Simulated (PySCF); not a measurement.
CrO3, SMILES [O]=[Cr](=[O])=[O], multiplicity 1. Coordinates come from a PBE0-D3(BJ)/def2-SVP optimisation. The multiplicity is an assumed one; other spin states were not compared. The isomer is the one that the SMILES or the coordinates give; other isomers of the formula were not compared.

Computed equilibrium geometry at PBE0-D3(BJ)/def2-SVP (PySCF confirms it by a frequency run) as bond lengths and angles, and its point group:
point group C3v.
Atoms: Cr1 O2 O3 O4. Bonded distances (Å): Cr1–O2 1.552, Cr1–O3 1.552, Cr1–O4 1.552. Bond angles (°): O2–Cr1–O3 113.9, O2–Cr1–O4 113.9, O3–Cr1–O4 113.9.
Charge 0, spin multiplicity 1.
